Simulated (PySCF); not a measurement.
The PySCF input:
```python
from pyscf import gto, scf

mol = gto.Mole()
mol.atom = '''
    Si    0.27110912    1.68440832    0.47136613
    N    -0.00944047   -0.00368159   -0.00591325
    Si   -1.64180238   -0.53915315   -0.45935453
    Si    1.34223354   -1.15653572   -0.03014888
    H    -1.01450413    2.36433936    0.41121065
    H     0.85738604    1.56453262    1.81003307
    H     1.26892506    2.14419502   -0.50048565
    H    -1.99110681    0.35218201   -1.57048559
    H    -1.54843332   -1.95154456   -0.79918500
    H    -2.43916738   -0.23163465    0.73250835
    H     0.90430539   -2.20346445    0.89924723
    H     1.34352183   -1.64697891   -1.41209643
    H     2.53413955   -0.42529458    0.37402480
'''
mol.basis = '6-31g*'
mol.charge = 1
mol.spin = 1
mol.verbose = 3
mol.build()

mf = scf.UHF(mol)
mf = mf.density_fit(auxbasis='def2-universal-jkfit')
mf.kernel()
```

Q: What does this run give for the nuclear repulsion energy, Mulliken (on the basis functions themselves) charges in atom order, <S^2>, total energy?

A: 
```
Item                                                                                                                                                                                              Result
------------------------------------------------------------------  ------------------------------------------------------------------------------------------------------------------------------------
nuclear repulsion energy                                                                                                                                                                     289.7011 Eh
Mulliken (on the basis functions themselves) charges in atom order  Si1 0.81, N2 -0.78, Si3 0.81, Si4 0.81, H5 -0.08, H6 -0.07, H7 -0.07, H8 -0.07, H9 -0.08, H10 -0.07, H11 -0.07, H12 -0.07, H13 -0.08
<S^2>                                                                                                                                                                                              0.761
total energy                                                                                                                                                                                -926.1914 Eh
```

These values belong to the state on which the SCF converged, which isn't shown to be the lowest.
